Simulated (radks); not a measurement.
Species: the technetium ion Tc2+. Configuration: [Kr] 4d5. All-electron calculation, Dirac Kohn-Sham, Slater X-alpha with alpha = 0.667, spin-unpolarised, spherical densities, finite nucleus; open shells fill j = l - 1/2 first; Fermi nuclear charge, rms radius 4.4112 fm. Program: a radial shooting solver on a logarithmic mesh with Libxc functionals. Some entries of the table are withheld. Estimate them.

orbital,occ.,eigenvalue (Ry),<r> (bohr)
1s1/2,2,-1531.923,0.03432
2s1/2,2,-219.4545,0.1494
2p1/2,2,-202.5838,0.1272
2p3/2,4,-193.9075,0.1318
3s1/2,2,-39.05565,0.4161
3p1/2,2,(1),0.4097
3p3/2,4,(2),0.4203
3d3/2,4,-19.58883,0.3974
3d5/2,6,-19.30961,0.4009
4s1/2,2,-6.46719,(3)
4p1/2,2,-4.56447,1.151
4p3/2,4,-4.34482,1.182
4d3/2,4,-1.57446,(4)
4d5/2,1,-1.55204,(5)

Answer. 
(1) 3p1/2 eigenvalue (Ry): -32.56701
(2) 3p3/2 eigenvalue (Ry): -31.11549
(3) 4s1/2 <r> (bohr): 1.058
(4) 4d3/2 <r> (bohr): 1.629
(5) 4d5/2 <r> (bohr): 1.645
